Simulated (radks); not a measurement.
Values are calculated unless marked as measured or tabulated.
Neutral titanium inside a hard spherical wall (all orbitals vanish at R), configuration held at [Ar] 3d2 4s2 and not refilled when levels cross. Level of theory: scalar-relativistic Kohn-Sham, PBE, spin-unpolarised, spherical densities, finite nucleus; Fermi nuclear charge, rms radius 3.5921 fm (a radial shooting solver on a logarithmic mesh with Libxc functionals). Eigenvalues in eV, with the zero of energy where the potential of the charges vanishes at infinity; a dash marks a level that is unbound or too diffuse for the functional's potential to be trusted. A positive occupied level is held by the wall or, in an anion where self-interaction has pushed it up, behind a barrier. The pressure on the wall is -dE/dV.

R (bohr)  E (hartree)  kinetic (hartree)    e(3s)    e(3p)   e(4s)   e(3d)  e(4p, empty)  e(5s, empty)  pressure (GPa)
free       -853.56264            860.745  -62.633  -38.861  -4.467  -4.259        -1.466             -               0
12         -853.56254            860.746  -62.622  -38.849  -4.458  -4.248        -1.424         0.892         0.00190
10         -853.56170            860.754  -62.560  -38.788  -4.409  -4.190        -1.295         1.999          0.0238
5          -853.37892            861.546  -58.959  -35.242  -0.405  -0.879         4.648        24.665            18.6
4          -852.99761            862.828  -55.211  -31.606   5.814   2.772        12.707        49.127            97.5
3.5        -852.52057            864.337  -51.973  -28.467  12.793   6.174        21.254        72.958             254
3          -851.51631            867.479  -46.853  -23.419  26.271  11.960        36.946        113.82             764
2.5        -849.12449            874.890  -37.664  -13.997  55.007  23.055        68.496        190.21            2790
